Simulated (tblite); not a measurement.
Species: C₅H₇F₃O.
Atom-mapped SMILES: `[F:1][C:2]([F:3])([F:4])[C@@H:5]1[CH2:6][CH2:7][O:8][CH2:9]1` (hydrogens: H10 on C5; H11, H12 on C6; H13, H14 on C7; H15, H16 on C9)

Structure optimised with GFN2-xTB, isolated species.

**Question.** What internal coordinates does the optimisation give?

**Answer.** 
| bond | length (Å) |
| --- | --- |
| F1–C2, C2–F3, C2–F4 | 1.342 |
| C2–C5 | 1.517 |
| C5–C6 | 1.540 |
| C6–C7 | 1.536 |
| C7–O8 | 1.410 |
| O8–C9 | 1.404 |
| C5–C9 | 1.550 |
| C5–H10 | 1.091 |
| C6–H11 | 1.088 |
| C6–H12 | 1.089 |
| C7–H13 | 1.089 |
| C7–H14 | 1.099 |
| C9–H15 | 1.100 |
| C9–H16 | 1.090 |

Bonds in one row agree within 0.01 Å and their mean is given. A selection of angles:
| angle | degrees |
| --- | --- |
| F1–C2–F3 | 106.3 |
| F1–C2–C5 | 112.0 |
| F3–C2–C5 | 113.0 |
| C2–C5–C6 | 111.6 |
| C2–C5–C9 | 111.1 |
| C6–C5–C9 | 103.6 |
| C5–C6–C7 | 102.6 |
| C6–C7–O8 | 105.0 |
| C7–O8–C9 | 106.4 |
| C5–C9–O8 | 106.4 |

Torsions: F1–C2–C5–C6 -66° (synclinal); C2–C5–C6–C7 -110° (anticlinal); C5–C6–C7–O8 -31° (synclinal); C6–C7–O8–C9 42° (synclinal); C7–O8–C9–C5 -35° (synclinal); C2–C5–C9–O8 134° (anticlinal).

Of the pairs four or more bonds apart, F3···H15 is among the closest relative to their van der Waals radii: 2.51 Å, 94 % of the sum of Bondi's values. All 3 C–F bonds measure 1.341 to 1.343 Å. The 5-membered ring C5–C6–C7–O8–C9 has internal angles of 102.6° to 106.4° (sum 524°, against 540° for a flat polygon); it is puckered, 0.16 Å rms from its mean plane, widest ring torsion 42°. The C–C distances run from 1.517 Å (C2–C5, drawn single) to 1.550 Å (C5–C9, drawn single), a spread of 0.033 Å. O8 (cyclic ether oxygen) is bent (angle 106.4°).

Point group: C1 (no symmetry element, even within 0.4 Å). Its GFN2-xTB frequencies are all real (lowest 51 cm⁻¹). One conformer, not necessarily the lowest. 2 starts were optimised and ended at 0.00 and 1.06 kcal/mol (GFN2-xTB); the lowest of these is shown.

Hardware: one thread of an Arm Neoverse V2 (shared host). Cost: 0.57 s of wall time. These figures are those of the optimisation.

All values are computed, not measured.
